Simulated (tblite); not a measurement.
Compound: C9H12Si.
SMILES with atom numbers: `[CH3:1][C@@H:2]1[SiH2:3][CH:4]=[C:5]1[C:6]#[C:7][CH:8]1[CH2:9][CH2:10]1` (hydrogens: H11, H12, H13 on C1; H14 on C2; H15, H16 on Si3; H17 on C4; H18 on C8; H19, H20 on C9; H21, H22 on C10)

Computed with GFN2-xTB (tblite), gas phase: L-BFGS steps from a force-field or distance-geometry start until the largest atomic force falls under 0.01 eV/Å.

Step 29: E = -734.1420 eV
```
atom  x, y, z in Å  |  force x, y, z in eV/Å
C1      2.0608    0.3042    1.4226   -0.008  -0.008  -0.003
C2      1.9421   -0.9159    0.5218   -0.023   0.013  -0.012
Si3     3.4323   -1.3561   -0.6380    0.006   0.006   0.058
C4      1.9825   -0.9459   -1.7544    0.012   0.001  -0.016
C5      1.1316   -0.6804   -0.7400   -0.016   0.002  -0.036
C6     -0.2087   -0.2904   -0.8075   -0.020  -0.025   0.007
C7     -1.3734    0.0117   -0.9153   -0.004   0.005   0.018
C8     -2.7459    0.3684   -1.0551    0.000   0.003   0.015
C9     -3.2079    1.7409   -0.6287    0.011  -0.002  -0.026
C10    -3.6106    0.5452    0.1681    0.003  -0.021  -0.009
H11     1.1007    0.5525    1.8770    0.005  -0.001  -0.024
H12     2.7781    0.1151    2.2199   -0.016   0.020  -0.001
H13     2.3998    1.1667    0.8503    0.004  -0.016   0.018
H14     1.5297   -1.7467    1.1016    0.015   0.009   0.000
H15     3.9077   -2.7373   -0.5831    0.011  -0.009   0.002
H16     4.5374   -0.4005   -0.5952    0.029  -0.005   0.002
H17     1.7589   -0.9012   -2.8078   -0.013   0.003  -0.025
H18    -3.2129   -0.0604   -1.9371   -0.001   0.031   0.028
H19    -3.9514    2.2293   -1.2398    0.002   0.027  -0.005
H20    -2.4727    2.4097   -0.2073    0.004   0.001  -0.010
H21    -4.6341    0.2076    0.1078   -0.008  -0.013   0.025
H22    -3.1543    0.4031    1.1360    0.007  -0.022  -0.007
```

Step 30: E = -734.1424 eV
```
atom  x, y, z in Å  |  force x, y, z in eV/Å
C1      2.0567    0.3058    1.4217   -0.002  -0.006  -0.003
C2      1.9413   -0.9151    0.5224    0.012  -0.003  -0.023
Si3     3.4324   -1.3559   -0.6367    0.034   0.003   0.054
C4      1.9842   -0.9458   -1.7542    0.008   0.005  -0.013
C5      1.1328   -0.6815   -0.7401   -0.030  -0.001  -0.044
C6     -0.2077   -0.2937   -0.8086   -0.051  -0.008   0.008
C7     -1.3719    0.0112   -0.9153   -0.004   0.003   0.016
C8     -2.7445    0.3686   -1.0543   -0.001   0.006   0.016
C9     -3.2063    1.7411   -0.6273    0.012  -0.006  -0.025
C10    -3.6088    0.5450    0.1693    0.001  -0.020  -0.010
H11     1.0940    0.5540    1.8694   -0.001   0.006  -0.010
H12     2.7705    0.1185    2.2226   -0.018   0.016   0.004
H13     2.3987    1.1676    0.8504    0.004  -0.012   0.010
H14     1.5312   -1.7470    1.1021    0.005   0.009   0.006
H15     3.9056   -2.7384   -0.5861    0.007  -0.002   0.007
H16     4.5415   -0.4037   -0.5974    0.016  -0.010   0.007
H17     1.7598   -0.9000   -2.8071   -0.010   0.001  -0.033
H18    -3.2131   -0.0596   -1.9359    0.006   0.029   0.028
H19    -3.9515    2.2292   -1.2375    0.017   0.025   0.002
H20    -2.4702    2.4097   -0.2064   -0.008  -0.003  -0.015
H21    -4.6327    0.2080    0.1073    0.002  -0.012   0.034
H22    -3.1526    0.4015    1.1374    0.001  -0.020  -0.017
```

Step 31: E = -734.1429 eV
```
atom  x, y, z in Å  |  force x, y, z in eV/Å
C1      2.0523    0.3074    1.4206    0.002  -0.003  -0.004
C2      1.9406   -0.9144    0.5227    0.039  -0.016  -0.028
Si3     3.4330   -1.3556   -0.6342    0.048   0.001   0.027
C4      1.9863   -0.9455   -1.7543    0.004   0.008  -0.009
C5      1.1336   -0.6828   -0.7410   -0.031  -0.007  -0.039
C6     -0.2073   -0.2974   -0.8095   -0.059   0.004   0.006
C7     -1.3707    0.0109   -0.9150   -0.006  -0.002   0.012
C8     -2.7431    0.3688   -1.0533   -0.004   0.009   0.014
C9     -3.2045    1.7414   -0.6261    0.005  -0.011  -0.010
C10    -3.6068    0.5444    0.1705   -0.003  -0.006  -0.009
H11     1.0867    0.5557    1.8610   -0.009   0.013   0.004
H12     2.7618    0.1225    2.2257   -0.020   0.007   0.010
H13     2.3976    1.1683    0.8506    0.004  -0.004  -0.001
H14     1.5332   -1.7471    1.1026   -0.006   0.009   0.009
H15     3.9035   -2.7399   -0.5892    0.004   0.006   0.015
H16     4.5464   -0.4073   -0.5997    0.004  -0.014   0.014
H17     1.7607   -0.8987   -2.8070   -0.001  -0.003  -0.031
H18    -3.2134   -0.0581   -1.9341    0.009   0.020   0.015
H19    -3.9512    2.2295   -1.2349    0.030   0.020   0.007
H20    -2.4675    2.4096   -0.2057   -0.015  -0.005  -0.016
H21    -4.6312    0.2080    0.1075    0.010  -0.010   0.038
H22    -3.1507    0.3995    1.1386   -0.003  -0.015  -0.023
```

**Question.** Estimate the geometry and energy of step 32. (The exact step hangs on the optimiser's Hessian estimate; all steps are aligned on step 31, rigid shifts and turns removed.)

**Answer.** E = -734.1434 eV, largest force 0.050 eV/Å
```
atom  x, y, z in Å  |  force x, y, z in eV/Å
C1      2.0485    0.3086    1.4196    0.002   0.001  -0.006
C2      1.9405   -0.9139    0.5224    0.040  -0.018  -0.024
Si3     3.4344   -1.3554   -0.6315    0.038   0.001  -0.011
C4      1.9883   -0.9451   -1.7546    0.000   0.009  -0.007
C5      1.1339   -0.6840   -0.7424   -0.018  -0.014  -0.021
C6     -0.2076   -0.3006   -0.8102   -0.041   0.007   0.003
C7     -1.3701    0.0108   -0.9145   -0.008  -0.006   0.008
C8     -2.7421    0.3692   -1.0522   -0.007   0.005   0.005
C9     -3.2028    1.7414   -0.6253   -0.004  -0.006   0.008
C10    -3.6052    0.5437    0.1714   -0.009   0.007   0.000
H11     1.0802    0.5574    1.8534   -0.011   0.014   0.011
H12     2.7538    0.1264    2.2286   -0.021  -0.002   0.013
H13     2.3968    1.1689    0.8508    0.004   0.003  -0.011
H14     1.5351   -1.7471    1.1032   -0.013   0.009   0.006
H15     3.9017   -2.7412   -0.5916    0.003   0.010   0.021
H16     4.5507   -0.4105   -0.6014    0.000  -0.012   0.020
H17     1.7617   -0.8977   -2.8075    0.011  -0.007  -0.021
H18    -3.2136   -0.0563   -1.9323    0.006   0.007  -0.005
H19    -3.9504    2.2304   -1.2326    0.034   0.015   0.007
H20    -2.4653    2.4094   -0.2054   -0.016  -0.005  -0.012
H21    -4.6297    0.2079    0.1085    0.011  -0.009   0.037
H22    -3.1490    0.3973    1.1392   -0.002  -0.010  -0.022
```

The energy changes by -0.0004 eV. The first-order estimate −F·Δx gives -0.0006 eV and the mean of the old and new forces, exact on a quadratic surface, -0.0004 eV. The step makes an angle of 76° with the force vector and moves no atom by more than 0.010 Å.

The cost below is that of the whole relaxation. On an Arm Neoverse N1 with one thread, shared host, this took 1.6 s.
